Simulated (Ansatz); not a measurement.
Basis-set series for C6H8Ge (`[GeH3][c]1ccccc1`). The species carries charge 0 and has multiplicity 1. The geometry is a stationary point of PBE0-D4/def2-TZVP.

```xyz
15

Ge   -0.587   -2.447   -0.056
C    -0.139   -0.554   -0.002
C     1.053   -0.122    0.576
C     1.384    1.225    0.597
C     0.524    2.160    0.039
C    -0.667    1.743   -0.537
C    -0.995    0.396   -0.556
H    -2.115   -2.616   -0.025
H     0.042   -3.160    1.152
H    -0.050   -3.100   -1.343
H     1.733   -0.841    1.022
H     2.314    1.546    1.052
H     0.781    3.213    0.057
H    -1.344    2.470   -0.970
H    -1.933    0.086   -1.005
```

| functional | basis | functions | energy (Eh) | HOMO (eV) | LUMO (eV) |
| --- | --- | --- | --- | --- | --- |
| PBE0-D4 | def2-SVP | 156 | -2309.48687 | -7.35 | -0.45 |
| PBE0-D4 | def2-QZVPP | 671 | -2310.05039 | -7.37 | -0.59 |
| ωB97M-V | def2-SVP | 156 | -2309.78682 | -9.39 | 1.60 |
| ωB97M-V | def2-QZVPP | 671 | -2310.35915 | -9.43 | 1.36 |

Q: Give the rows for def2-TZVPP. (Best estimate.)

A: Ansatz gave: 
```csv
functional,basis,functions,energy (Eh),HOMO (eV),LUMO (eV)
PBE0-D4,def2-TZVPP,346,-2309.99346,-7.36,-0.56
ωB97M-V,def2-TZVPP,346,-2310.30410,-9.42,1.42
```

Positive LUMOs are unbound and depend on the basis. Scalar relativity is left out up to krypton.
